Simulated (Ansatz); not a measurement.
`ClC[CH2][GeH3]` and `ClC[CH2][InH2]` differ in one atom or group.

Ansatz, PBE0-D4/def2-TZVP geometries, multiplicity 1. Each molecule was computed in one conformer, which needn't be the lowest. `ClC[CH2][InH2]` holds a close contact that its SMILES doesn't draw: In···Cl 2.94 Å.

Elements past krypton have def2 core potentials. Scalar relativity is left out up to krypton.

```csv
property,`ClC[CH2][GeH3]`
"ideal-gas entropy at 298 K and 1 bar (rigid rotor, harmonic PBE0-D4/def2-TZVP) / J/(mol·K)",342
size of the dipole moment (B3LYP/def2-TZVPP) / D,2.01
LUMO energy (PBE/def2-TZVPP) / eV,-0.40
HOMO energy (B3LYP/def2-TZVPP) / eV,-8.08
HOMO–LUMO gap (B3LYP/def2-TZVPP) / eV,8.38
HOMO–LUMO gap (PBE0/def2-TZVPP) / eV,8.90
```

Q: Give the same properties after the change, and the shifts. (An estimate is asked.)

A: Computed: 
```tsv
property	`ClC[CH2][InH2]`	shift
ideal-gas entropy at 298 K and 1 bar (rigid rotor, harmonic PBE0-D4/def2-TZVP) / J/(mol·K)	347	5
size of the dipole moment (B3LYP/def2-TZVPP) / D	2.18	0.17
LUMO energy (PBE/def2-TZVPP) / eV	-1.81	-1.41
HOMO energy (B3LYP/def2-TZVPP) / eV	-7.08	1.00
HOMO–LUMO gap (B3LYP/def2-TZVPP) / eV	5.74	-2.64
HOMO–LUMO gap (PBE0/def2-TZVPP) / eV	6.20	-2.70
```

With PBE0 the HOMO rises by 1.03 eV and the LUMO falls by 1.67 eV, so the gap narrows by about 2.70 eV. PBE moves the HOMO by 0.80 eV and ωB97M-V by 1.15 eV. The zero-point energy changes by -32.6 kJ/mol with -3 modes. Dipoles are sizes alone; their direction can turn.

Positive LUMOs are unbound, so they and the gaps depend on the basis.

B3LYP here is the variant with VWN-RPA as its local correlation; programs differ in this.
